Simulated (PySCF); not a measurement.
Shifts of the heteroatoms

Structure with atom numbers: `[CH3:1][CH2:2][c:3]1[cH:4][p:5][cH:6][n:7]1[CH2:8][CH3:9]`; H(Xn) means a hydrogen on atom n.

PySCF 2.14 calculation with coordinates at the GFN2-xTB level and GIAO PBE0/pcSseg-1 shieldings; relativity neglected, no solvent, one computed conformer, averaged over atoms made equivalent by symmetry, fast rotation or ring inversion.

Question: Where does ³¹P resonate?

Answer: 
| atoms | environment | σ (ppm) | δ (ppm) |
| --- | --- | --- | --- |
| P5 | phosphorus bonded to 2 C, in a 5-membered ring | 203.1 | 101.9 |

Shieldings were converted by a linear fit to measured shifts: ³¹P: δ = 270.09 − 0.828σ (rms 18.1 ppm, 64 shifts vs H3PO4, solution or neat liquid). A few per cent of atoms miss by over 2 rms, more outside the fitted compound classes.

On a 400 MHz spectrometer ³¹P resonates near 161.9 MHz, so 1 ppm is 161.9 Hz.

Question: Predict the ¹⁵N NMR data.

Answer: 
```csv
atoms,environment,σ (ppm),δ (ppm)
N7,pyrrole-type ring nitrogen,57.8,-201.3
```

Shieldings were converted by a linear fit to measured shifts: ¹⁵N (scatter 6.3 ppm rms vs CH3NO2, solution or neat liquid). A few per cent of atoms miss by over 2 rms, more outside the fitted compound classes.

On a 500 MHz spectrometer ¹⁵N resonates near 50.7 MHz, so 1 ppm is 50.7 Hz.
